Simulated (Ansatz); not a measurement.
`[OH][GeH2][SiH3]` + HCl → `[SiH3][GeH2][Cl]` + H₂O at 400 K and 1 bar (ligand exchange at a Ge–O bond).

Calculated with Ansatz (gas phase, PBE0-D4/def2-TZVP geometries, no zero-point term in ΔE). CBS: MP2 limit from def2 TZ/QZ plus the TZ coupled-cluster correction, frozen cores. This one scheme is used for every species. For Ge outer-core shells are correlated without core-valence functions, which leaves a few kJ/mol of doubt a bond. Scalar relativity is left out up to krypton. Each species was taken in one conformer, which may not be the lowest.

| species | CCSD(T)/CBS energy (Eh) | H − E (kJ/mol) | S (J/(mol·K)) |
| --- | --- | --- | --- |
| `[OH][GeH2][SiH3]` | -2443.98216 | 172.6 | 368.1 |
| HCl | -460.38127 | 29.6 | 195.4 |
| `[SiH3][GeH2][Cl]` | -2828.00643 | 139.1 | 367.0 |
| H₂O | -76.37941 | 69.8 | 198.6 |

H − E and S are ideal-gas, rigid-rotor, harmonic terms from PBE0-D4/def2-TZVP, for one conformer and one mirror image of each species. 1 Eh = 2625.50 kJ/mol, R = 8.31446 J/(mol·K).

Question: By hand: ΔE, ΔH, ΔS and ΔG.

Answer: ΔE = (-2828.00643) + (-76.37941) − (-2443.98216) − (-460.38127) = -0.02241 Eh = -58.8 kJ/mol. Δ(H − E) = 139.1 + 69.8 − 172.6 − 29.6 = 6.7, so ΔH = -52.1 kJ/mol. ΔS = 367.0 + 198.6 − 368.1 − 195.4 = 2.1 J/(mol·K). ΔG = -52.1 − 400 × (2.1)/1000 = -52.9 kJ/mol.

Question: By hand: the equilibrium constant, and the temperature at which ΔG would vanish if ΔH and ΔS stayed fixed.

Answer: log₁₀ K = −ΔG/(RT ln 10) = 6.9. ΔH and −TΔS have one sign here, so there is no such temperature.

The number of gas molecules stays the same, so ΔS is small and ΔH decides. A doubt of 5 kJ/mol in ΔE shifts log₁₀ K by 0.7 here. Other conformers and mirror images would add mixing entropy, several J/(mol·K) or more a flexible species. These are equilibria of isolated gas molecules and say nothing of rates. Largest T1 diagnostic: 0.012 (customary marks: 0.02 for closed shells, 0.045 for open ones).

ΔS is within the doubt of such terms, so its sign, and with it that verdict, could turn.
